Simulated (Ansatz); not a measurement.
Consider the formal exchange of groups at the Si–C bond: `CC(C)[Si](Cl)(Cl)Cl` + `C=CN[SiH2]Cl` → `Cl[SiH2]N[Si](Cl)(Cl)Cl` + `C=CC(C)C`.

Isolated molecules relaxed with PBE0-D4/def2-TZVP in Ansatz; ΔE leaves out vibrations. CCSD(T)/CBS adds triple-zeta CCSD(T) − MP2 to the extrapolated MP2 energy (def2 sets, frozen cores). DFT in def2-TZVPP. B3LYP here is the variant with VWN-RPA as its local correlation; programs differ in this. Each species was taken in one conformer, which may not be the lowest.

`CC(C)[Si](Cl)(Cl)Cl`:

Z-matrix (Å, degrees):
```
C
C 1 1.527
H 1 1.092 2 112.2
H 1 1.093 2 110.0 3 120.1
H 1 1.093 2 111.1 3 -121.0
C 2 1.527 1 111.8 3 -177.8
Si 2 1.862 1 111.4 3 56.8
H 2 1.098 1 108.9 3 -57.4
H 6 1.093 2 111.1 1 -61.3
H 6 1.094 2 110.0 1 57.7
H 6 1.092 2 112.2 1 177.8
Cl 7 2.041 2 110.9 1 -177.1
Cl 7 2.042 2 110.8 1 62.8
Cl 7 2.041 2 110.9 1 -57.3
```

`C=CN[SiH2]Cl`:

Z-matrix (Å, degrees):
```
Si
Cl 1 2.062
N 1 1.712 2 114.0
H 1 1.477 2 106.8 3 118.7
H 1 1.478 2 106.3 3 -119.1
C 3 1.387 1 125.4 2 -80.1
H 3 1.010 1 119.0 2 86.3
C 6 1.330 3 126.2 1 169.0
H 6 1.087 3 113.8 1 -11.9
H 8 1.080 6 120.2 3 178.6
H 8 1.085 6 122.0 3 -1.3
```

`Cl[SiH2]N[Si](Cl)(Cl)Cl`:

Cartesian coordinates in Å:
```
Cl 0.224 -1.136 -2.623
Si 1.172 -0.181 -1.073
N 0.065 0.644 -0.038
Si -1.012 0.041 1.128
Cl -2.940 0.459 0.641
Cl -0.754 -1.967 1.241
Cl -0.669 0.869 2.952
H 2.054 0.851 -1.660
H 1.913 -1.207 -0.318
H -0.054 1.627 -0.251
```

`C=CC(C)C`:

```xyz
15

C    -0.091    1.666    1.257
C    -0.705    0.971    0.310
C    -0.387   -0.424   -0.135
C    -0.107   -0.439   -1.637
C     0.746   -1.074    0.639
H    -0.396    2.678    1.495
H     0.734    1.257    1.831
H    -1.524    1.444   -0.231
H    -1.296   -1.020    0.029
H    -0.931    0.005   -2.201
H     0.035   -1.461   -1.997
H     0.799    0.130   -1.863
H     0.535   -1.109    1.710
H     1.682   -0.527    0.497
H     0.905   -2.098    0.295
```

| level | ΔE (eV) |
| --- | --- |
| r2SCAN-D4 | -0.68 |
| B3LYP-D4 | -0.69 |
| CCSD/def2-TZVPP | -0.81 |
| MP2/CBS(def2) | -0.81 |

What does CCSD(T)/CBS give? (Best estimate.)

Computed: -0.80 eV. The listed levels differ from it by 0.12, 0.11, -0.01, -0.01 eV.

Largest T1 diagnostic among the species: 0.011.

In def2-TZVPP, CCSD(T) changes the Hartree–Fock value by +0.08 eV (the triples alone add +0.02 eV) and MP2 by +0.07 eV. From PBE to PBE0 (25 % exact exchange), in def2-TZVPP and without D4, ΔE moves by −0.08 eV.
